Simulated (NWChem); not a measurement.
Species: C2H7FSn; SMILES [CH3][SnH]([CH3])[F]

All runs: NWChem. Geometry: optimised at PBE0/def2-SVP (def2 core potentials past Kr). Not confirmed as a minimum by frequencies.

For level PBE/3-21G, non-relativistic:

```
Property                     Value
---------------------------  -----
highest occupied level (eV)  -6.32
orbital gap (eV)              6.34
dipole (D)                    2.53
```

Q: Estimate the same quantities for level PBE/STO-3G, non-relativistic.

A: The highest occupied level (eV) is -1.85 and the orbital gap (eV) is 6.63. The dipole (D) comes out as 0.96.
